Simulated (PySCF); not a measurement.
# The third ionisation energy along the second row

Calculated with PySCF 2.14 from differences of total energies of unrestricted determinants, without spin-orbit coupling. Values in eV. The last column holds reference values (NIST; (s) semi-empirical, (t) theoretical, else measured). Unmarked ones compare directly (S terms, centres of terms, or small fine structure); those marked * lie between the lowest fine-structure levels and include a spin-orbit shift.

```json
{"element": "B (x2c-QZVPPall with one added diffuse shell each of s, p, d, f type, spin-free X2C)", "configurations": "[He] 2s1 → 1s2", "CCSD(T) (valence)": "n/a", "PBE": "38.301", "PBE0": "38.241", "r2SCAN": "37.873", "MP2 (valence and next inner shell)": "37.863", "CCSD(T) (valence and next inner shell)": "37.869", "reference": "37.931"}
{"element": "C (x2c-QZVPPall with one added diffuse shell each of s, p, d, f type, spin-free X2C)", "configurations": "[He] 2s2 → [He] 2s1", "CCSD(T) (valence)": "47.814", "PBE": "47.126", "PBE0": "47.061", "r2SCAN": "46.640", "MP2 (valence and next inner shell)": "47.052", "CCSD(T) (valence and next inner shell)": "47.818", "reference": "47.888"}
{"element": "N (x2c-QZVPPall with one added diffuse shell each of s, p, d, f type, spin-free X2C)", "configurations": "[He] 2s2 2p1 → [He] 2s2", "CCSD(T) (valence)": "47.306", "PBE": "48.024", "PBE0": "48.007", "r2SCAN": "48.230", "MP2 (valence and next inner shell)": "47.567", "CCSD(T) (valence and next inner shell)": "47.358", "reference": "47.445 (s) *"}
{"element": "O (x2c-QZVPPall with one added diffuse shell each of s, p, d, f type, spin-free X2C)", "configurations": "[He] 2s2 2p2 → [He] 2s2 2p1", "CCSD(T) (valence)": "54.833", "PBE": "55.270", "PBE0": "55.305", "r2SCAN": "55.602", "MP2 (valence and next inner shell)": "55.075", "CCSD(T) (valence and next inner shell)": "54.875", "reference": "54.936 (s) *"}
{"element": "F (x2c-QZVPPall with one added diffuse shell each of s, p, d, f type, spin-free X2C)", "configurations": "[He] 2s2 2p3 → [He] 2s2 2p2", "CCSD(T) (valence)": "62.667", "PBE": "62.852", "PBE0": "62.930", "r2SCAN": "63.162", "MP2 (valence and next inner shell)": "62.921", "CCSD(T) (valence and next inner shell)": "62.702", "reference": "62.708 (s) *"}
{"element": "Ne (x2c-QZVPPall with one added diffuse shell each of s, p, d, f type, spin-free X2C)", "configurations": "[He] 2s2 2p4 → [He] 2s2 2p3", "CCSD(T) (valence)": "63.206", "PBE": "63.880", "PBE0": "63.732", "r2SCAN": "63.610", "MP2 (valence and next inner shell)": "63.170", "CCSD(T) (valence and next inner shell)": "63.225", "reference": "63.423 *"}
```

"Valence" correlates the outer s and p shells and, in groups 3 to 12 and the f block, the outer d or f shell, open or full, or the next shell where the ion has no valence electron left; the wider scheme adds the next inner shell.
